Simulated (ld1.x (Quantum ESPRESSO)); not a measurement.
Which change was made? (Ga, ultrasoft)

| Item | Value |
| --- | --- |
| Element | gallium |
| Generator | ld1.x (Quantum ESPRESSO) 7.5 |
| Type | ultrasoft |
| Functional | PBEsol |
| Relativity | scalar-relativistic |
| Frozen core | [Ar] 3d10 |
| Valence charge | 3 |
| Reference configuration | 4s2 4p0.75 (charge +0.25) |
| Partial waves | 4s (bound): rcut 1.50, rcutus 1.80 bohr; 4s channel at -0.45 Ry: rcut 1.50, rcutus 1.80 bohr; 4p (bound): rcut 2.35, rcutus 2.80 bohr; 4p channel at 0.8 Ry: rcut 2.35, rcutus 2.80 bohr |
| Local potential | all-electron potential smoothed inside 2.20 bohr (lloc = -2) |
| Core correction | a·sin(br)/r model core, default radius (core density twice the valence density) |
| Augmentation charge | built from norm-conserving waves at rcut, not smoothed further |

Cutoffs, loose and tight: the cutoffs (Ry, on a coarse ladder) from which the occupation-weighted sum of valence levels, in a spherical-Bessel basis at the reference potential, stays within 10 and 1 mRy of its value at 400 Ry. They do not see the model core or the augmentation charge, which bear on the density cutoff. Test errors are all-electron minus pseudo excitation energies from the reference, over the configurations 4s2 4p1; 4s2 4p0; 4s1 4p0; 4s2 4p0.5; 4s1 4p2; 4s2 4p1.3; 4s0 4p3; variants that change the core or the reference have their own tests.

The base gives: outcome: generated; cutoff, loose: 8 Ry; cutoff, tight: 12 Ry; bound ghosts: none; largest test error (meV): -186.

Question: After one change the result is: outcome: failed: run_pseudo: Errors in PS-KS equation. Which change was it?
A. waves 4s (bound): rcut 1.08, rcutus 1.14 bohr; 4s channel at -0.45 Ry: rcut 1.08, rcutus 1.14 bohr
B. waves 4s (bound): rcut 1.50, rcutus 1.66 bohr; 4s channel at -0.45 Ry: rcut 1.50, rcutus 1.66 bohr
C. waves 4s (bound): rcut 1.50, rcutus 2.62 bohr; 4s channel at -0.45 Ry: rcut 1.50, rcutus 2.62 bohr

Answer: A. The others give: waves 4s (bound): rcut 1.50, rcutus 1.66 bohr; 4s channel at -0.45 Ry: rcut 1.50, rcutus 1.66 bohr → outcome: generated; cutoff, loose: 12 Ry; cutoff, tight: 15 Ry; bound ghosts: none; largest test error (meV): -186 | waves 4s (bound): rcut 1.50, rcutus 2.62 bohr; 4s channel at -0.45 Ry: rcut 1.50, rcutus 2.62 bohr → outcome: generated; cutoff, loose: 6 Ry; cutoff, tight: 8 Ry; bound ghosts: none; largest test error (meV): -184.
